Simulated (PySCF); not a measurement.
CH3Si, SMILES [SiH2]=[CH], multiplicity 2.

Coordinates come from a PBE0-D3(BJ)/def2-TZVP optimisation. The isomer is the one that the SMILES or the coordinates give; other isomers of the formula were not compared.

Two levels are set side by side: PBE/def2-TZVPD (PySCF) and PBE0/def2-TZVPD (PySCF). Same geometry, gas phase. Differences are taken from unrounded values.

| quantity | PBE0 |
|---|---|
| α-spin orbital gap (eV) | 5.73 |
| β-spin orbital gap (eV) | 4.18 |
| dipole moment (D) | 0.76 |
| mean polarisability (bohr³) | 45.6 |

### Question
What does PBE give, and how far is it from PBE0? (An estimate is asked for; the answer gives what the named calculation found.)

### Answer

```
quantity                      PBE  PBE minus PBE0
---------------------------  ----  --------------
α-spin orbital gap (eV)      3.58           -2.16
β-spin orbital gap (eV)      2.01           -2.18
dipole moment (D)            0.69           -0.07
mean polarisability (bohr³)  46.7             1.1
```

Rough cost on one machine, each run with all the roots and properties that it gave: PBE0 against PBE within a factor of 2.
